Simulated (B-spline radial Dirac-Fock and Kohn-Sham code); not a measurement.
Z = 40 (zirconium), transition energy 16.6 keV. Model: a Dirac-Hartree-Slater potential of the neutral atom with a Latter tail (no hole, which puts coefficients of high multipoles low close above an edge), finite nucleus with surface currents. Program: a radial atomic solver. The K shell is not open to conversion at this energy. Subshells that would emit electrons below 1 keV are left out.

Problem. A pure transition shows α(L) = 114000, L1/L2 = 0.00154 and L1/L3 = 0.000946. What is its multipolarity?
A. M3
B. E2
C. E1
D. M2
E. E3
F. M4
G. E4
H. M1

Solution. E. For comparison, α(L), L1/L2, L1/L3 are E1 2.20, 3.03, 1.75; E2 640, 0.0414, 0.0249; E4 1.07e+07, 0.00706, 0.00437; M1 3.97, 12.9, 40.2; M2 550, 11.6, 2.36; M3 77800, 8.65, 0.350; M4 7.69e+06, 6.61, 0.138.

Values without a named source are computed, but for edge energies of neutral atoms, which are taken from tables.
